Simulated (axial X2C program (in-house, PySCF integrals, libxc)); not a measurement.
## Spin–orbit effects down a group: molecules with Be (ions), HF

Computed with an in-house all-electron X2C program for linear molecules (integrals from PySCF), spin-free (one-electron X2C) or two-component (2c: spin–orbit coupling with atomic mean-field Coulomb and Gaunt terms, which also bring small scalar terms), in Dyall basis sets with cores contracted in-house; open shells are unrestricted.

Basis sets: Be dyall-cv3z, O dyall-av3z, S dyall-av3z, Se dyall-cv3z.

| molecule | spin-free state | Re (Å) | ωe (cm⁻¹) | De (eV) | 2c state | Re 2c (Å) | ωe 2c (cm⁻¹) | De 2c (eV) |
| --- | --- | --- | --- | --- | --- | --- | --- | --- |
| BeO⁺ | M_S = 1/2, Λ = 1 | 1.401 | 1355.2 | 1.93 | Ω = 3/2 | 1.401 | 1355.1 | 1.94 |
| BeS⁺ | M_S = 1/2, Λ = 1 | 1.836 | 889.5 | 1.88 | Ω = 3/2 | 1.837 | 888.8 | 1.89 |
| BeSe⁺ | M_S = 1/2, Λ = 1 | 1.967 | 745.1 | 1.71 | Ω = 3/2 | 1.969 | 738.9 | n/a |

Fragments in 2c: O + Be+, S + Be+, Se + Be+. Each entry is the lowest single determinant of a limited PBE0 search at one distance. De goes to single-determinant-based atoms at the same level (for ions the charge split of lowest energy) and is withheld (n/a) where an atom does not fit its ground term or J level. Main or longest-lived isotopes. One determinant is a doubtful description, or other states lie close, for BeSe⁺; these need not be ground states, and all values refer to the states named. Some light 2c atoms are not at their ground J level, so De misses part of their lowering (0.04 eV or less).
